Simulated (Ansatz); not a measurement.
Reactions of `C=C(C)[CH]1[O][AlH]1`.

Gas-phase electronic energies from Ansatz, PBE0-D4/def2-TZVP geometries. CBS: MP2 limit from def2 TZ/QZ plus the TZ coupled-cluster correction, frozen cores. This one scheme is used for every species, atoms too. No spin–orbit coupling; open shells (•) take unrestricted orbitals. Spin–orbit coupling would lower the free atoms: a little for Al, C, O. Each species was taken in one conformer, which may not be the lowest.

(1) Order these by ΔE at CCSD(T)/CBS, lowest first. (Best estimate.)
A. `C=C(C)[CH]1[O][AlH]1` → Al• + 4 C• + 7 H• + O•
B. `C=C(C)[CH]1[O][AlH]1` + H–F → `F[CH]1[O][AlH]1` + `C=CC`
C. `C=C(C)[CH]1[O][AlH]1` → `[AlH2][CH]1C=COC1`

Largest T1 diagnostic: 0.018, for Al•.

Results:

(1) C (+28.0 kJ/mol), B (+55.6 kJ/mol), A (+5127.1 kJ/mol).
